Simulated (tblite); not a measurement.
Species: C₇H₁₀FPSi.
InChI=1S/C7H10FPSi/c1-4-3-6(8)9-5(2)7(4)10/h3H,1-2,10H3

Method: GFN2-xTB as coded in tblite; computed harmonic values from a numerical Hessian at the method's own geometry, unscaled. This tight-binding method is rough: wavenumbers can miss measured ones by several per cent, in bad cases by 10 to 20. Modes of hydrogen on silicon can be 10 to 20 % off.

Harmonic wavenumbers (cm⁻¹): 36.3, 68.6, 116.8, 179.9, 196.7, 201.2, 248.5, 275.3, 291.2, 300.2, 333.8, 379.1, 427.4, 451.0, 463.8, 533.0, 556.3, 565.8, 596.3, 631.4, 756.7, 762.0, 787.3, 835.0, 857.3, 868.0, 1008.1, 1012.6, 1022.7, 1026.1, 1042.3, 1094.7, 1178.5, 1240.8, 1330.5, 1367.5, 1400.7, 1405.8, 1455.5, 1476.0, 1478.1, 1483.1, 1493.4, 1541.2, 2231.6, 2251.1, 2277.0, 2998.3, 3004.9, 3009.6, 3017.2, 3026.7, 3039.8, 3064.6.

A = 1483, B = 776.9, C = 516.7 MHz; mass 172.027 u (most abundant isotopes); point group C1, symmetry number 1.

Problem. What is the zero-point energy?

Solution. Half the sum of the wavenumbers: 31349 cm⁻¹ = 89.63 kcal/mol.

Problem. Give the ideal-gas entropy at 400 K and 1 bar in the rigid-rotor, harmonic-oscillator model (classical rotation).

Solution. Translation 42.82, rotation 31.54, vibration 47.46: S = 121.8 cal/(mol K).

Problem. And Cp and H(400 K) − H(0)?

Solution. Cp = 56.76 cal/(mol K), of which vibrations give 48.81 (their classical limit is 54 R = 107.3); H(400 K) − H(0) = 13.27 kcal/mol without the zero-point energy, 10.09 from vibrations.

Problem. What must be added to the electronic energy to get the Gibbs energy at 400 K and 1 bar?

Solution. ZPE + [H(400 K) − H(0)] − T·S = 89.63 + 13.27 − 48.73 = 54.17 kcal/mol.

Problem. Blend soft modes into free rotors: weight 1/[1 + (100 cm⁻¹/ν̃)⁴] for the oscillator and the rest for a rotor with moment μB/(μ + B), μ = h/(8π²ν), B = 10⁻⁴⁴ kg m². What vibrational entropy results?

Solution. 44.28 cal/(mol K) in place of 47.46, which changes −T·S at 400 K by +1.27 kcal/mol.

Problem. How do the functions run with temperature in this model?

Solution. 
| T (K) | S (cal/(mol K)) | Cp (cal/(mol K)) | H − H(0) (kcal/mol) | G − H(0) (kcal/mol) | ln q(vib) |
| --- | --- | --- | --- | --- | --- |
| 100 | 72.4 | 20.2 | 1.33 | -5.91 | 1.86 |
| 200 | 90.8 | 34.2 | 4.07 | -14.10 | 4.82 |
| 300 | 107.0 | 46.3 | 8.10 | -24.00 | 7.99 |
| 500 | 135.5 | 65.4 | 19.40 | -48.33 | 14.33 |
| 800 | 170.4 | 83.1 | 41.93 | -94.42 | 23.19 |
| 1000 | 189.8 | 90.6 | 59.35 | -130.49 | 28.58 |

q(vib) and H(0) count from the zero-point level.

Problem. Which modes carry the vibrational entropy at 400 K?

Solution. 36.3 cm⁻¹: 6.03; 68.6 cm⁻¹: 4.77; 116.8 cm⁻¹: 3.73; 179.9 cm⁻¹: 2.89; 196.7 cm⁻¹: 2.72; 201.2 cm⁻¹: 2.67 cal/(mol K); the other 48 give 24.65 together.

Hindered rotation and anharmonicity are outside this model. The structure is chiral; the term R ln 2 for an equal mix with its mirror image is left out.
